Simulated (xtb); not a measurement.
TeHF, SMILES F[TeH]. All values are semi-empirical tight-binding results from xtb (GFN2-xTB unless named), good for trends rather than for accurate numbers. Geometry: GFN2-xTB.

Optimised geometry:

```xyz
3

Te     0.0303     0.2893     0.0000
H     -1.6040     0.2571     0.0000
F      0.0029    -1.7000     0.0000
```

Q: Estimate the properties. (Estimate from the structure and the level; the computed values follow.)

A: 
```json
{
  "point_group_as_xtb_finds_it": "Cs",
  "orbital_gap": "3.11 eV",
  "zero_point_energy": "4.4 kcal/mol",
  "G − E(el) at 298.15 K (modified RRHO)": "-11.7 kcal/mol",
  "static polarisability (D4 model)": "43.6 bohr³",
  "solvation energy, GFN2-xTB/ALPB(water)": "-3.9 kcal/mol",
  "solvation energy, GFN2-xTB/ALPB(ether)": "-4.1 kcal/mol"
}
```

Q: Give the atomic charges and the Wiberg bond orders between heavy atoms. (An estimate is asked for; the answer gives what the named calculation found.)

A: charges (e) Te1 0.16, H2 0.09, F3 -0.25. Bond orders Te1–F3 1.16.
